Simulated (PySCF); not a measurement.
ClGa, triplet, geometry from GFN2-xTB (such geometries of metal compounds can be far from the true shape) (the spin is typed, not shown lowest); DF-WB97M-V/def2-SVP (PySCF).

Input for PySCF:
```python
from pyscf import gto, scf, dft

mol = gto.Mole()
mol.atom = '''
    Ga   -0.00000000   -0.00000000   -0.78750881
    Cl    0.00000000    0.00000000    1.43604548
'''
mol.basis = 'def2-svp'
mol.spin = 2
mol.verbose = 4
mol.build()

mf = dft.UKS(mol)
mf.xc = 'wb97m_v'
mf = mf.density_fit(auxbasis='def2-universal-jkfit')
mf.kernel()
```

What the program printed (banner, timings and long lists left out):

```
PySCF version 2.14.0

[INPUT] verbose = 4
[INPUT] num. atoms = 2
[INPUT] num. electrons = 48
[INPUT] charge = 0
[INPUT] spin (= nelec alpha-beta = 2S) = 2
[INPUT] symmetry False subgroup None
[INPUT] Mole.unit = angstrom
[INPUT] Symbol           X                Y                Z      unit          X                Y                Z       unit  Magmom
[INPUT]  1 Ga     0.000000000000   0.000000000000  -0.787508810000 AA    0.000000000000   0.000000000000  -1.488175971582 Bohr   0.0
[INPUT]  2 Cl     0.000000000000   0.000000000000   1.436045480000 AA    0.000000000000   0.000000000000   2.713732659620 Bohr   0.0

nuclear repulsion = 125.419195478623
number of shells = 20
number of NR pGTOs = 110
number of NR cGTOs = 50
basis = def2-svp
ecp = {}

******** <class 'pyscf.df.df_jk.DFUKS'> ********
method = DFUKS
initial guess = minao
damping factor = 0
level_shift factor = 0
DIIS = <class 'pyscf.scf.diis.CDIIS'>
diis_start_cycle = 1
diis_space = 8
diis_damp = 0
SCF conv_tol = 1e-09
SCF conv_tol_grad = None
SCF max_cycles = 50
direct_scf = False
number electrons alpha = 25  beta = 23
XC library pyscf.dft.libxc version 7.1.2
    S. Lehtola, C. Steigemann, M. J. T. Oliveira, and M. A. L. Marques,  SoftwareX 7, 1–5 (2018)
XC functionals = wb97m_v
    N. Mardirossian and M. Head-Gordon,  J. Chem. Phys. 144, 214110 (2016)
radial grids:
    Treutler-Ahlrichs [JCP 102, 346 (1995); DOI:10.1063/1.469408] (M4) radial grids

becke partition: Becke, JCP 88, 2547 (1988); DOI:10.1063/1.454033
pruning grids: <function nwchem_prune>
grids dens level: 3
symmetrized grids: False
atomic radii adjust function: <function treutler_atomic_radii_adjust>
** Following is NLC and NLC Grids **
NLC functional = wb97m_v
radial grids:
    Treutler-Ahlrichs [JCP 102, 346 (1995); DOI:10.1063/1.469408] (M4) radial grids

becke partition: Becke, JCP 88, 2547 (1988); DOI:10.1063/1.454033
pruning grids: <function nwchem_prune>
grids dens level: 3
symmetrized grids: False
atomic radii adjust function: <function treutler_atomic_radii_adjust>
small_rho_cutoff = 0
Set gradient conv threshold to 3.16228e-05
tot grids = 39784
tot grids = 39784
******** <class 'pyscf.df.df.DF'> ********
auxbasis = def2-universal-jkfit
Create RSH-DF object <pyscf.df.df.DF object> for omega=0.3
******** <class 'pyscf.df.df.DF'> ********
auxbasis = auxmol.basis = def2-universal-jkfit
init E= -2383.96004206261

cycle= 1 E= -2384.42621607045  delta_E= -0.466  |g|=  0.3  |ddm|= 1.35
cycle= 2 E= -2384.44159333455  delta_E= -0.0154  |g|= 0.314  |ddm|= 0.622
cycle= 3 E= -2384.47075379351  delta_E= -0.0292  |g|= 0.02  |ddm|= 0.231
cycle= 4 E= -2384.4716454667  delta_E= -0.000892  |g|= 0.0129  |ddm|= 0.0658
cycle= 5 E= -2384.47191562763  delta_E= -0.00027  |g|= 0.00556  |ddm|= 0.03
cycle= 6 E= -2384.47202478001  delta_E= -0.000109  |g|= 0.00239  |ddm|= 0.025
cycle= 7 E= -2384.47205083398  delta_E= -2.61e-05  |g|= 0.00083  |ddm|= 0.0143
cycle= 8 E= -2384.47205371622  delta_E= -2.88e-06  |g|= 0.000212  |ddm|= 0.00527
cycle= 9 E= -2384.47205384697  delta_E= -1.31e-07  |g|= 4.08e-05  |ddm|= 0.0012
cycle= 10 E= -2384.47205385141  delta_E= -4.45e-09  |g|= 8.86e-06  |ddm|= 0.000167
cycle= 11 E= -2384.47205385164  delta_E= -2.22e-10  |g|= 1.56e-06  |ddm|= 3.84e-05
Extra cycle  E= -2384.47205385165  delta_E= -9.09e-12  |g|= 8.26e-07  |ddm|= 3.97e-06
converged SCF energy = -2384.47205385165  <S^2> = 2.0040998  2S+1 = 3.0027319
```
